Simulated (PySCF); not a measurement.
B(F)(OH)(SiH3) (BFH4OSi), SMILES OB([SiH3])F.

Geometry optimised at PBE-D3(BJ)/def2-SVP. The values are those of a single conformer.

Level of theory: PBE-D3(BJ)/def2-SVP run with PySCF.

Frequencies are harmonic and unscaled.

```json
[
 {"mode": "1", "ν (cm⁻¹)": "46", "IR (km/mol)": "0.2", "moving atoms (share of kinetic energy)": "H 89 %"},
 {"mode": "2", "ν (cm⁻¹)": "192", "IR (km/mol)": "0.1", "moving atoms (share of kinetic energy)": "F 33 %, O 28 %, H 20 %, B 11 %, Si 8 %"},
 {"mode": "3", "ν (cm⁻¹)": "332", "IR (km/mol)": "0.1", "moving atoms (share of kinetic energy)": "H 60 %, B 33 %"},
 {"mode": "4", "ν (cm⁻¹)": "356", "IR (km/mol)": "19.7", "moving atoms (share of kinetic energy)": "Si 41 %, F 25 %, O 24 %, H 10 %"},
 {"mode": "5", "ν (cm⁻¹)": "552", "IR (km/mol)": "36.2", "moving atoms (share of kinetic energy)": "H 75 %, Si 14 %"},
 {"mode": "6", "ν (cm⁻¹)": "575", "IR (km/mol)": "34.8", "moving atoms (share of kinetic energy)": "F 25 %, O 23 %, H 22 %, B 20 %, Si 11 %"},
 {"mode": "7", "ν (cm⁻¹)": "597", "IR (km/mol)": "108.7", "moving atoms (share of kinetic energy)": "H 79 %, B 12 %"},
 {"mode": "8", "ν (cm⁻¹)": "652", "IR (km/mol)": "50.9", "moving atoms (share of kinetic energy)": "H 45 %, B 38 %, O 11 %"},
 {"mode": "9", "ν (cm⁻¹)": "849", "IR (km/mol)": "163.4", "moving atoms (share of kinetic energy)": "H 89 %, Si 9 %"},
 {"mode": "10", "ν (cm⁻¹)": "902", "IR (km/mol)": "26.5", "moving atoms (share of kinetic energy)": "H 98 %"},
 {"mode": "11", "ν (cm⁻¹)": "907", "IR (km/mol)": "33.0", "moving atoms (share of kinetic energy)": "H 97 %"},
 {"mode": "12", "ν (cm⁻¹)": "967", "IR (km/mol)": "74.0", "moving atoms (share of kinetic energy)": "H 59 %, O 22 %, F 15 %"},
 {"mode": "13", "ν (cm⁻¹)": "1237", "IR (km/mol)": "160.5", "moving atoms (share of kinetic energy)": "B 63 %, H 16 %, F 14 %"},
 {"mode": "14", "ν (cm⁻¹)": "1378", "IR (km/mol)": "223.9", "moving atoms (share of kinetic energy)": "B 70 %, O 23 %"},
 {"mode": "15", "ν (cm⁻¹)": "2150", "IR (km/mol)": "43.1", "moving atoms (share of kinetic energy)": "H 98 %"},
 {"mode": "16", "ν (cm⁻¹)": "2155", "IR (km/mol)": "87.7", "moving atoms (share of kinetic energy)": "H 96 %"},
 {"mode": "17", "ν (cm⁻¹)": "2174", "IR (km/mol)": "88.2", "moving atoms (share of kinetic energy)": "H 96 %"},
 {"mode": "18", "ν (cm⁻¹)": "3663", "IR (km/mol)": "39.4", "moving atoms (share of kinetic energy)": "H 94 %"}
]
```
